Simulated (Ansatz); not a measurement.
Process, species as SMILES: N#P (N-P) → N atom + P atom
B3LYP-D3(BJ)/def2-TZVP geometries, fixed; electronic energies without zero-point terms.
Largest species:
```xyz
2

N      0.0000     0.0000    -1.0110
P      0.0000     0.0000     0.4718
```

Effect of a fitting basis named in the input at MP2/aug-cc-pV(Q+d)Z with Ansatz (a first-principles code), against the last row, where the atomisation energy is 153.05 kcal/mol. Cores are frozen. A restricted Hartree-Fock determinant is unstable towards unrestricted orbitals. Open shells are unrestricted. The default fits or decomposes integrals by the program's own choice; accuracy: high also tightens integrals, grids and stops.

```tsv
setting	largest shift of a total energy (mEh)	shift of the atomisation energy (kcal/mol)
fitting: def2-universal-jkfit and def2-SVP-RIFIT	-4.072	-3.408
fitting: def2-universal-jkfit and cc-pVDZ-RIFIT	-3.670	-2.933
fitting: def2-universal-jkfit and cc-pVTZ-RIFIT	-1.080	-0.931
fitting: def2-universal-jkfit and aug-cc-pVTZ-RIFIT	-0.889	-0.802
fitting: def2-universal-jkfit and cc-pVQZ-RIFIT	-0.147	-0.215
fitting: def2-universal-jkfit and aug-cc-pVQZ-RIFIT	0.168	-0.097
accuracy: high	-0.001	0.000
accuracy: medium (default)	0.000	0.000
```

Within 0.05 kcal/mol in the atomisation energy: accuracy: high. The largest shift is 4.072 mEh in a total energy and 3.408 kcal/mol in the difference.
